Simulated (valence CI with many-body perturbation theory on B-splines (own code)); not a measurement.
**E1 transitions of Hf XLII**

Computed by relativistic CI+MBPT: three valence electrons over a frozen Dirac-Fock core [Ar] 3d10, a basis of 11 s, 11 p, 10 d, 8 f, 5 g, 2 h functions for each j, with the one-electron correlation potential Σ1 (screened to all orders), the two-electron term Σ2, the three-electron term Σ3, Breit, model QED; selected single and double excitations, second order for the rest, scaled by the run's own slope (own B-spline code, finite nucleus).

No measured spectrum was set against this ion. As an estimate, large intervals hold to a few tenths of a per cent, small ones and those within an open d or f shell to about a per cent.

Lines 101 to 150 of 550 in falling wavelength, among levels below 765.24 eV, chosen from the strongest by gf and those to the six lowest levels. Wavelengths and rates use the calculated energies. Electric multipoles are in the length gauge, E1 and E2 with the static RPA response of the core. Weak lines are less certain than strong ones. Lines between different terms over intervals too small for the method are left out, as are lines whose strength nearly cancels. Where a level lies close to another of its J and parity, the split of strength between their lines is uncertain. The highest levels of a list are the least certain.

Levels are named by their leading jj configuration (3d3/2^4 stands for four electrons in 3d with j = 3/2), which in mixed levels can hold well under half, so a name can repeat and another be missing. Letters in brackets count levels of one name in rising energy.

```tsv
λ vac (nm)	Upper	Lower	A (s⁻¹)	S (a.u.) with core polarisation	S without
7.348	(4p1/2 4p3/2 4f7/2) J=11/2	(4p1/2 4p3/2 4d5/2) J=9/2	2.67e+11	6.27e-01	6.61e-01
7.348	(4s 4d5/2 4f7/2) J=11/2 [a]	(4s 4p3/2 4f7/2) J=9/2 [a]	1.28e+11	3.00e-01	3.19e-01
7.347	(4s 4d5/2 4f7/2) J=9/2 [b]	(4s 4p3/2 4f5/2) J=7/2 [b]	4.46e+11	8.74e-01	9.23e-01
7.320	(4s 4d3/2 4d5/2) J=7/2 [b]	(4s 4p3/2 4d3/2) J=7/2	7.99e+10	1.24e-01	1.31e-01
7.319	(4p1/2 4p3/2 4f5/2) J=3/2 [b]	(4p1/2 4p3/2 4d5/2) J=3/2 [a]	1.94e+11	1.50e-01	1.58e-01
7.318	(4p1/2 4p3/2 4f7/2) J=9/2 [a]	(4p1/2 4p3/2 4d5/2) J=7/2 [a]	4.29e+11	8.29e-01	8.77e-01
7.314	(4s 4p3/2 4d5/2) J=1/2	(4s 4p3/2^2) J=1/2	3.98e+11	1.54e-01	1.63e-01
7.310	(4p3/2 4d3/2 4d5/2) J=5/2 [e]	(4s 4p3/2 4f5/2) J=3/2 [b]	1.57e+11	1.81e-01	1.92e-01
7.307	(4s 4d5/2 4f5/2) J=5/2	(4s 4p3/2 4f5/2) J=3/2 [a]	1.83e+11	2.11e-01	2.24e-01
7.305	(4p3/2 4d3/2 4d5/2) J=7/2 [c]	(4s 4p3/2 4f5/2) J=5/2 [b]	2.04e+11	3.14e-01	3.33e-01
7.305	(4s 4d5/2 4f5/2) J=3/2 [a]	(4s 4p3/2 4f5/2) J=1/2	1.40e+11	1.08e-01	1.14e-01
7.305	(4p3/2 4d3/2 4d5/2) J=3/2 [b]	(4s 4p3/2 4f7/2) J=3/2	3.27e+11	2.52e-01	2.66e-01
7.304	(4p1/2 4d3/2 4d5/2) J=9/2	(4p1/2 4p3/2 4d3/2) J=7/2	9.52e+10	1.83e-01	1.94e-01
7.291	(4p1/2 4d3/2 4d5/2) J=5/2 [a]	(4p1/2 4p3/2 4d3/2) J=5/2	1.23e+11	1.42e-01	1.50e-01
7.282	(4p1/2 4p3/2 4f7/2) J=7/2 [c]	(4p1/2 4p3/2 4d5/2) J=7/2 [b]	6.14e+10	9.36e-02	9.92e-02
7.281	(4s 4d3/2 4f7/2) J=9/2 [b]	(4s 4d3/2 4d5/2) J=7/2 [a]	5.61e+10	1.07e-01	1.14e-01
7.280	(4s^2 4f7/2) J=7/2	(4s 4p3/2^2) J=5/2	1.54e+11	2.34e-01	2.47e-01
7.280	(4s 4p3/2 4f7/2) J=9/2 [a]	(4s 4p3/2 4d5/2) J=9/2	1.45e+11	2.76e-01	2.92e-01
7.273	(4s 4d5/2^2) J=9/2	(4s^2 4f7/2) J=7/2	6.83e+10	1.30e-01	1.37e-01
7.270	(4s 4d3/2 4d5/2) J=3/2 [a]	(4s 4p3/2 4d3/2) J=1/2 [a]	1.12e+11	8.53e-02	9.05e-02
7.250	(4p3/2 4d3/2 4d5/2) J=9/2	(4s 4d3/2 4d5/2) J=9/2	1.18e+11	2.23e-01	2.36e-01
7.249	(4p1/2 4d5/2^2) J=7/2	(4s 4p1/2 4f7/2) J=5/2	6.27e+10	9.43e-02	1.00e-01
7.241	(4s 4d5/2 4f7/2) J=9/2 [a]	(4s 4p3/2 4f7/2) J=7/2 [a]	8.20e+10	1.54e-01	1.62e-01
7.237	(4p3/2^2 4d5/2) J=3/2	(4p3/2^3) J=3/2	6.18e+11	4.63e-01	4.90e-01
7.237	(4p1/2 4p3/2 4d5/2) J=3/2 [b]	(4p1/2 4p3/2^2) J=5/2	1.25e+11	9.37e-02	9.94e-02
7.232	(4s 4p3/2 4f5/2) J=5/2 [c]	(4s 4p3/2 4d3/2) J=5/2 [b]	9.16e+10	1.03e-01	1.09e-01
7.231	(4p1/2 4p3/2 4f7/2) J=7/2 [a]	(4p1/2 4p3/2 4d5/2) J=5/2 [a]	2.15e+11	3.21e-01	3.39e-01
7.229	(4p1/2 4p3/2 4d5/2) J=7/2 [b]	(4p1/2 4p3/2^2) J=5/2	5.11e+11	7.63e-01	8.07e-01
7.228	(4s 4p1/2 4d5/2) J=3/2	(4s 4p1/2 4p3/2) J=5/2	4.31e+10	3.21e-02	3.41e-02
7.227	(4p1/2 4d3/2 4d5/2) J=7/2 [b]	(4s 4p1/2 4f5/2) J=5/2 [b]	8.52e+10	1.27e-01	1.35e-01
7.224	(4s 4d5/2 4f7/2) J=5/2	(4s 4p3/2 4f7/2) J=3/2	9.19e+10	1.03e-01	1.09e-01
7.218	(4s 4d5/2 4f7/2) J=9/2 [a]	(4s 4p3/2 4f7/2) J=9/2 [a]	3.03e+11	5.63e-01	5.95e-01
7.218	(4s 4d5/2 4f7/2) J=9/2 [b]	(4s 4d5/2^2) J=9/2	8.46e+10	1.57e-01	1.67e-01
7.217	(4p3/2^2 4d3/2) J=3/2 [a]	(4s 4p3/2 4d5/2) J=3/2 [a]	1.99e+11	1.48e-01	1.57e-01
7.217	(4s 4p1/2 4d5/2) J=5/2 [a]	(4s 4p1/2 4p3/2) J=3/2 [a]	2.76e+11	3.07e-01	3.25e-01
7.207	(4p1/2 4p3/2 4d5/2) J=7/2 [a]	(4s 4p1/2 4d5/2) J=5/2 [b]	1.08e+11	1.59e-01	1.69e-01
7.204	(4p1/2 4p3/2 4d5/2) J=5/2 [a]	(4s 4p1/2 4d5/2) J=3/2	6.92e+10	7.66e-02	8.08e-02
7.202	(4s 4d5/2 4f7/2) J=7/2 [b]	(4s 4p3/2 4f5/2) J=5/2 [a]	6.84e+10	1.01e-01	1.07e-01
7.199	(4s 4d5/2^2) J=7/2	(4s 4p3/2 4d5/2) J=5/2 [b]	8.49e+11	1.25e+00	1.32e+00
7.193	(4p3/2 4d3/2 4d5/2) J=11/2	(4s 4d3/2 4d5/2) J=9/2	1.35e+11	2.98e-01	3.18e-01
7.190	(4p3/2 4d3/2 4d5/2) J=7/2 [a]	(4s 4d3/2 4d5/2) J=7/2 [b]	1.15e+11	1.69e-01	1.79e-01
7.188	(4p3/2^2 4d3/2) J=3/2 [b]	(4s 4p3/2 4d5/2) J=3/2 [b]	1.01e+11	7.42e-02	7.88e-02
7.182	(4s 4d5/2 4f7/2) J=7/2 [a]	(4s 4p3/2 4f7/2) J=7/2 [a]	8.65e+10	1.26e-01	1.33e-01
7.182	(4p1/2 4p3/2 4f7/2) J=7/2 [b]	(4p1/2 4p3/2 4d5/2) J=7/2 [a]	4.99e+10	7.30e-02	7.76e-02
7.179	(4s 4p1/2 4d5/2) J=5/2 [b]	(4s 4p1/2 4p3/2) J=5/2	1.52e+11	1.67e-01	1.77e-01
7.174	(4s 4d5/2 4f5/2) J=7/2 [b]	(4s 4p3/2 4f5/2) J=5/2 [a]	1.73e+11	2.52e-01	2.67e-01
7.163	(4s 4p3/2 4d5/2) J=3/2 [b]	(4s 4p3/2^2) J=1/2	3.06e+11	2.22e-01	2.35e-01
7.159	(4s 4p3/2 4f7/2) J=7/2 [a]	(4s^2 4f5/2) J=5/2	6.47e+10	9.37e-02	9.96e-02
7.158	(4p3/2^2 4f5/2) J=9/2	(4s 4d5/2^2) J=9/2	8.21e+10	1.49e-01	1.58e-01
7.158	(4s 4d5/2^2) J=5/2	(4s 4p3/2 4d5/2) J=5/2 [a]	3.63e+11	3.94e-01	4.17e-01
```
